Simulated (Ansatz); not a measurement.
`[NH2][Sc]([OH])[Cl]` and `[NH2][Sc]([NH2])[Cl]` differ in one atom or group.

Ansatz, PBE0-D4/def2-TZVP geometries, multiplicity 1. Each molecule was computed in one conformer, which needn't be the lowest.

Scalar relativity is left out up to krypton.

```csv
property,`[NH2][Sc]([OH])[Cl]`
LUMO energy (PBE0/def2-TZVPP) / eV,-1.81
HOMO energy (B3LYP/def2-TZVPP) / eV,-7.22
HOMO energy (PBE0/def2-TZVPP) / eV,-7.44
size of the dipole moment (ωB97M-V/def2-TZVPP) / D,2.84
zero-point energy (PBE0-D4/def2-TZVP) / kJ/mol,100.9
HOMO–LUMO gap (B3LYP/def2-TZVPP) / eV,5.03
```

Q: Give the same properties after the change, and the shifts. (Best estimate.)

A: Ansatz gave: 
```csv
property,`[NH2][Sc]([NH2])[Cl]`,shift
LUMO energy (PBE0/def2-TZVPP) / eV,-1.67,0.14
HOMO energy (B3LYP/def2-TZVPP) / eV,-7.13,0.09
HOMO energy (PBE0/def2-TZVPP) / eV,-7.35,0.09
size of the dipole moment (ωB97M-V/def2-TZVPP) / D,3.13,0.29
zero-point energy (PBE0-D4/def2-TZVP) / kJ/mol,131.2,30.3
HOMO–LUMO gap (B3LYP/def2-TZVPP) / eV,5.09,0.06
```

With PBE0 the HOMO rises by 0.09 eV and the LUMO rises by 0.14 eV, so the gap widens by about 0.05 eV. PBE moves the HOMO by 0.09 eV and ωB97M-V by 0.07 eV. The zero-point energy changes by 30.3 kJ/mol with +3 modes. Dipoles are sizes alone; their direction can turn.

B3LYP here is the variant with VWN-RPA as its local correlation; programs differ in this.
